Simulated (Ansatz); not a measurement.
`C[O][AlH][GeH3]` + H₂Se → `C[O][AlH][SeH]` + GeH₄  (cleavage of the Al–Ge bond)

Isolated molecules relaxed with PBE0-D4/def2-TZVP in Ansatz; ΔE leaves out vibrations. CCSD(T)/CBS adds triple-zeta CCSD(T) − MP2 to the extrapolated MP2 energy (def2 sets, frozen cores). Functionals use def2-TZVPP. B3LYP here is the variant with VWN-RPA as its local correlation; programs differ in this. For Ge, Se outer-core shells are correlated without core-valence functions, which leaves a few kJ/mol of doubt a bond. Scalar relativity is left out up to krypton. Each species was taken in one conformer, which may not be the lowest.

`C[O][AlH][GeH3]`:

Z-matrix (Å, degrees):
```
C
O 1 1.397
H 1 1.095 2 110.0
H 1 1.095 2 110.0 3 -118.7
H 1 1.098 2 112.6 3 120.6
Al 2 1.686 1 135.5 3 -120.8
Ge 6 2.477 2 119.2 1 -0.1
H 6 1.580 2 115.8 1 180.0
H 7 1.543 6 111.6 2 -118.2
H 7 1.543 6 111.7 2 123.1
H 7 1.542 6 113.5 2 2.4
```

H₂Se:

```xyz
3

Se   -0.288    0.293   -0.547
H     1.095    0.068   -0.111
H    -0.807   -0.362    0.658
```

`C[O][AlH][SeH]`:

```xyz
9

C    -1.141   -0.572    0.659
O    -0.640    0.667    0.258
Al    0.718    1.278   -0.516
Se    2.410   -0.136   -1.239
H    -2.086   -0.779    0.147
H    -0.451   -1.397    0.442
H    -1.333   -0.567    1.737
H     0.827    2.827   -0.744
H     1.696   -1.321   -0.744
```

GeH₄:

Cartesian coordinates in Å:
```
Ge 0.000 0.000 0.000
H -1.145 1.019 0.072
H 1.337 0.716 0.229
H 0.007 -0.664 -1.383
H -0.199 -1.070 1.081
```

CCSD(T)/CBS gives -1.00 eV.

(1) Another level gave -1.00 eV. Which?
A. PBE-D4/def2-TZVPP
B. B2PLYP/def2-TZVPP
C. B3LYP/def2-TZVPP
D. HF/def2-TZVPP

Largest T1 diagnostic among the species: 0.013.

## Answers

(1) B. B2PLYP -1.00, HF/def2-TZVPP -1.11, B3LYP -0.95, PBE-D4 -0.89 eV.

In def2-TZVPP, CCSD(T) changes the Hartree–Fock value by +0.12 eV (the triples alone add +0.00 eV) and MP2 by +0.04 eV. From PBE to PBE0 (25 % exact exchange), in def2-TZVPP and without D4, ΔE moves by −0.06 eV.
